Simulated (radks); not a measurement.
The selenium ion Se3+, 31 electrons, occupied as [Ar] 3d10 4s2 4p1 (the NIST ground configuration). All-electron calculation, scalar-relativistic Kohn-Sham, BLYP, spin-polarised, spherical densities, finite nucleus; open shells are filled with parallel spins first; Fermi nuclear charge, rms radius 4.14 fm. Program: a radial shooting solver on a logarithmic mesh with Libxc functionals.

Normalised radial functions P(r) = r R(r), r in bohr:

r,3p down
0.004858,0.0110
0.007247,0.0228
0.01073,0.0458
0.016,0.0914
0.02387,0.1749
0.03533,0.3106
0.0527,0.5059
0.07862,0.7032
0.1164,0.7408
0.1736,0.3851
0.259,-0.4230
0.3832,-1.2187
0.5717,-1.3648
0.8529,-0.8292
1.262,-0.2733
1.883,-0.0390
2.809,-0.0017
4.157,0.0000
6.202,0.0000

3p down: eigenvalue -189.06 eV, 1 radial node at r = 0.214 bohr, <r> = 0.589 bohr, 90 % of the charge inside 0.901 bohr.
